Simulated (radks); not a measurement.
The numbers below are computed, except where a source is named.
The nitrogen anion N-, [He] 2s2 2p4, held by a Watson sphere: a shell of charge +1 at radius R that stands for the Madelung well of a crystal (potential energy -1/R inside, -1/r outside, in hartree with lengths in bohr). Level of theory: scalar-relativistic Kohn-Sham, r2SCAN, spin-unpolarised, spherical densities, finite nucleus; meta-GGA in the generalised Kohn-Sham scheme; Fermi nuclear charge, rms radius of each element as measured or else 0.836 A^(1/3) + 0.57 fm (a radial shooting solver on a logarithmic mesh with Libxc functionals).

| R (bohr) | e(1s) (eV) | e(2s) (eV) | e(2p) (eV) | <r> 2p (bohr) | sum of <r^2> (bohr^2) | X-ray form factor at sin(theta)/lambda = 0.1 1/angstrom |
|---|---|---|---|---|---|---|
| 2.19 | -386.39 | -18.796 | -6.677 | 1.621 | 18.61 | 6.828 |
| 2.43 | -386.23 | -18.260 | -6.227 | 1.654 | 19.35 | 6.793 |
| 3.36 | -385.35 | -16.636 | -4.747 | 1.751 | 21.69 | 6.698 |
| 3.67 | -385.05 | -16.221 | -4.346 | 1.775 | 22.34 | 6.676 |
| 3.74 | -384.98 | -16.135 | -4.261 | 1.780 | 22.47 | 6.672 |
